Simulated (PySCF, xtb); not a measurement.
Si(H)(F)(OH)(NH2) (FH4NOSi), SMILES [SiH](O)(F)N.

GFN2-xTB (xtb 6.7.1) at its own geometry gives an orbital gap of 6.84 eV and a dipole moment of 1.77 D.

Coordinates come from a ωB97X-D3(BJ)/def2-SVP optimisation. The values are those of a single conformer.

Q: What does PBE0/def2-TZVPD (PySCF) give? (The exact figures need the calculation; the answer reports its results.)

A: gap 8.14 eV (levels -8.10 and 0.04 eV), dipole 0.90 D.
